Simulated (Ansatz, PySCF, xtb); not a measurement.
Noncovalent pair: CH5N (SMILES CN) (first 7 atoms) with CH2F2 (SMILES FCF); geometry from B3LYP-D3(BJ)/def2-TZVP.
(charge 0, multiplicity 1):
```json
[
 {"atom": "C", "x (Å)": "-0.2824", "y (Å)": "-0.6010", "z (Å)": "-0.1669"},
 {"atom": "N", "x (Å)": "0.2592", "y (Å)": "0.6147", "z (Å)": "0.4471"},
 {"atom": "H", "x (Å)": "-1.0306", "y (Å)": "-1.0330", "z (Å)": "0.4979"},
 {"atom": "H", "x (Å)": "0.5184", "y (Å)": "-1.3339", "z (Å)": "-0.2768"},
 {"atom": "H", "x (Å)": "-0.7424", "y (Å)": "-0.4519", "z (Å)": "-1.1518"},
 {"atom": "H", "x (Å)": "-0.4697", "y (Å)": "1.3086", "z (Å)": "0.5660"},
 {"atom": "H", "x (Å)": "0.9680", "y (Å)": "1.0322", "z (Å)": "-0.1441"},
 {"atom": "F", "x (Å)": "-1.0387", "y (Å)": "-1.1900", "z (Å)": "3.2618"},
 {"atom": "C", "x (Å)": "0.0747", "y (Å)": "-0.4690", "z (Å)": "3.6052"},
 {"atom": "F", "x (Å)": "-0.3197", "y (Å)": "0.5532", "z (Å)": "4.4222"},
 {"atom": "H", "x (Å)": "0.5055", "y (Å)": "-0.0512", "z (Å)": "2.6943"},
 {"atom": "H", "x (Å)": "0.7415", "y (Å)": "-1.1226", "z (Å)": "4.1703"}
]
```

Counterpoise-corrected where a basis set is named; no monomer relaxation. Rows marked so take none.

Rows in 6-31G* carry no dispersion term and start afresh at each structure (6-31G* with six Cartesian d functions).

The values were computed with Ansatz (Gaussian orbitals); PySCF for 6-31G* rows; xtb for the GFN methods. 

Problem. One of these levels gives -14.8 kJ/mol for the interaction energy. Which?
A) B3LYP/6-31G* (no counterpoise)
B) BLYP/def2-TZVPPD
C) GFN1-xTB
D) GFN-FF

Solution. C, GFN1-xTB. The others give -10.3 (GFN-FF), -6.6 (BLYP/def2-TZVPPD), -18.1 (B3LYP/6-31G* (no counterpoise))

Ansatz is a first-principles code.
